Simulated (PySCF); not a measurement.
SMILES c1cc(Br)cc2c1[nH]cc2, C₈H₆BrN

Geometry:
```tsv
atom	x (Å)	y (Å)	z (Å)
Br1	3.081	-1.221	0.286
C2	1.372	-0.427	0.116
C3	1.299	0.955	-0.148
C4	0.067	1.577	-0.281
C5	-1.083	0.793	-0.145
N6	-2.409	1.128	-0.224
C7	-3.177	0.008	-0.019
C8	-2.366	-1.077	0.197
C9	-1.016	-0.602	0.122
C10	0.241	-1.215	0.253
H11	2.220	1.531	-0.247
H12	0.007	2.648	-0.485
H13	-2.767	2.054	-0.405
H14	-4.263	0.069	-0.044
H15	-2.694	-2.096	0.387
H16	0.329	-2.283	0.458
```

Level of theory: TDDFT CAM-B3LYP/aug-cc-pVDZ excited states, vertical, gas phase (PySCF). Geometry: PBE0-D3(BJ)/def2-SVP.

The calculation is non-relativistic, which matters for the atoms heavier than Zn.

Question: How strongly do the lowest singlets absorb one photon, and two photons of half the energy?

Answer: δ for parallel linear polarisation; σ at the peak of a Lorentzian of half width 0.1 eV, single beam; Ω is circular over linear.
```tsv
state	E (eV)	f	photon λ (nm)	δ (au)	σ (GM)	Ω	main
S1	4.78	0.031	519	63.5	0.53	1.24	HOMO−1→LUMO+1 0.42, HOMO→LUMO+1 0.38
S2	4.94	0.091	502	9.38	0.08	1.00	HOMO→LUMO+1 0.52, HOMO−1→LUMO+1 0.32
S3	5.24	0.003	473	19.1	0.19	1.50	HOMO→LUMO 0.85
S4	5.41	0.001	458	10.4	0.11	1.50	HOMO−1→LUMO 0.30, HOMO−1→LUMO+7 0.14
S5	5.64	0.000	440	74.3	0.86	1.50	HOMO−1→LUMO 0.54
S6	5.84	0.008	424	101	1.27	1.50	HOMO→LUMO+2 0.51, HOMO→LUMO+3 0.28
```

Among these, the strongest one-photon state is S2, the strongest two-photon state S6, with a dipole change of 7.1 D (relaxed, norm of the difference vector).
